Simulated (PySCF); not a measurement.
# Computed records: CH3B2O

Calculation on a computer-drawn molecule: optimised geometry and harmonic frequencies of an isolated molecule of the commonest isotopes, restricted reference for singlets and unrestricted otherwise, frozen core in MP2. Program: PySCF 2.14.0.

```json
{"formula": "CH3B2O", "start_structure": {"atoms_angstrom": [["B", 0.9222, -0.6185, 0.4889], ["B", 1.4339, -0.1064, -0.8102], ["C", 1.9597, 0.5436, -2.1021], ["O", 2.3583, 0.2563, -3.2162], ["H", 0.665, -1.7751, 0.7858], ["H", 0.6285, 0.1933, 1.3726], ["H", 2.0675, 1.6921, -1.8557]]}, "given": {"charge": -1, "multiplicity": 1, "method": "HF", "basis": "aug-cc-pVDZ", "drawn_bonds_atom": [1, 2, 3, 1, 1, 3], "drawn_bonds_other_atom": [2, 3, 4, 5, 6, 7], "drawn_bonds_order": [1, 2, 1, 1, 1, 1]}, "results": {"optimised_atom_element": ["B", "B", "C", "O", "H", "H", "H"], "optimised_atom_x [angstrom]": [0.8864, 1.452, 1.988, 2.35, 0.6682, 0.6439, 2.046], "optimised_atom_y [angstrom]": [-0.6081, -0.0922, 0.5974, 0.1953, -1.781, 0.1728, 1.701], "optimised_atom_z [angstrom]": [0.5178, -0.8523, -2.084, -3.184, 0.7433, 1.417, -1.895], "modes_frequency [cm^-1]": [146.4, 166.5, 419.2, 462.3, 667.3, 823.3, 897.4, 1018, 1176, 1348, 1498, 1714, 2535, 2568, 2881], "modes_reduced_mass [dalton]": [4.259, 2.813, 2.233, 1.257, 2.88, 3.235, 1.343, 1.675, 1.277, 2.237, 1.89, 7.355, 1.062, 1.114, 1.073], "rotational_constants [GHz]": [65.66, 3.659, 3.466], "total_energy [hartree]": -163.7939, "convergence_status_largest_gradient_component [hartree/bohr]": 1.878e-05}}
```
